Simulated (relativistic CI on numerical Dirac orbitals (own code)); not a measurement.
## Crystal-field levels of Tc⁴⁺, 4d3

Calculated by Dirac-Coulomb-Breit CI, KLI orbitals optimised for each configuration, model QED (radiative potential, 1s self-energy scaled to tabulated hydrogen-like ionisation energies), valence Slater integrals scaled by 0.7, one configuration in a parametric crystal field (own radial code).

Field parameters in Wybourne normalisation: Oh B⁴₀ = 21Dq, B⁴₄ = √(5/14) B⁴₀; Td as Oh with Dq negative (B⁴₀ = 21Dq, B⁴₄ = √(5/14) B⁴₀). The field is a parameter set, without covalency.

S and J are read from ⟨S²⟩ = S(S + 1) and ⟨J²⟩ = J(J + 1) of each level; they are not fictitious spins.

Td, 10Dq = -11350 cm⁻¹, the lowest 10 levels:

```
E (cm⁻¹)  Degeneracy  Irrep     S     J
     0.0           4     Γ8  1.33  2.88
     853           2     Γ7  1.50  2.82
    1849           4     Γ8  1.47  3.61
    2659           2     Γ6  1.49  4.12
    3276           4     Γ8  0.81  3.71
   10671           4     Γ8  1.28  3.45
   10890           2     Γ7  1.29  3.30
   11310           2     Γ6  1.04  4.16
   11864           4     Γ8  1.21  4.04
   12830           2     Γ6  1.11  4.15
```

Oh, 10Dq = 14550 cm⁻¹, the lowest 10 levels:

```json
{"E (cm⁻¹)": "0.0", "Degeneracy": "4", "Irrep": "Γ8", "S": "1.50", "J": "3.31"}
{"E (cm⁻¹)": "11835", "Degeneracy": "4", "Irrep": "Γ8", "S": "0.73", "J": "3.85"}
{"E (cm⁻¹)": "12590", "Degeneracy": "4", "Irrep": "Γ8", "S": "0.55", "J": "4.01"}
{"E (cm⁻¹)": "12942", "Degeneracy": "2", "Irrep": "Γ6", "S": "0.66", "J": "3.65"}
{"E (cm⁻¹)": "14219", "Degeneracy": "2", "Irrep": "Γ7", "S": "1.49", "J": "3.10"}
{"E (cm⁻¹)": "14486", "Degeneracy": "4", "Irrep": "Γ8", "S": "1.47", "J": "3.41"}
{"E (cm⁻¹)": "15244", "Degeneracy": "2", "Irrep": "Γ6", "S": "1.41", "J": "3.60"}
{"E (cm⁻¹)": "15309", "Degeneracy": "4", "Irrep": "Γ8", "S": "1.37", "J": "3.43"}
{"E (cm⁻¹)": "18659", "Degeneracy": "2", "Irrep": "Γ7", "S": "0.81", "J": "3.62"}
{"E (cm⁻¹)": "18730", "Degeneracy": "4", "Irrep": "Γ8", "S": "0.66", "J": "3.60"}
```

Oh, 10Dq = 36300 cm⁻¹, the lowest 16 levels:

```csv
E (cm⁻¹),Degeneracy,Irrep,S,J
0.0,4,Γ8,1.50,3.42
12747,4,Γ8,0.50,3.92
13084,4,Γ8,0.50,4.03
13362,2,Γ6,0.50,3.64
20774,4,Γ8,0.51,3.48
20934,2,Γ7,0.51,3.81
35949,2,Γ7,1.50,3.14
36209,4,Γ8,1.50,3.34
36593,4,Γ8,1.50,3.51
36674,2,Γ6,1.50,3.65
43186,2,Γ6,1.46,2.36
43516,4,Γ8,1.49,2.51
43735,2,Γ7,1.49,2.68
43782,4,Γ8,1.50,2.81
46816,2,Γ6,0.57,4.11
48611,2,Γ6,0.51,4.34
```

The free-ion ground term has S = 3/2. Every field shown keeps that spin.

Levels of this model without a field, named by their leading LS term (the scale mimics covalency, so terms lie below those of the real free ion): ⁴F3/2 0, ⁴F5/2 1053, ⁴F7/2 2330, ⁴F9/2 3717, ⁴P3/2 10599, ⁴P1/2 10685, ²G7/2 11913, ⁴P5/2 12347 cm⁻¹.
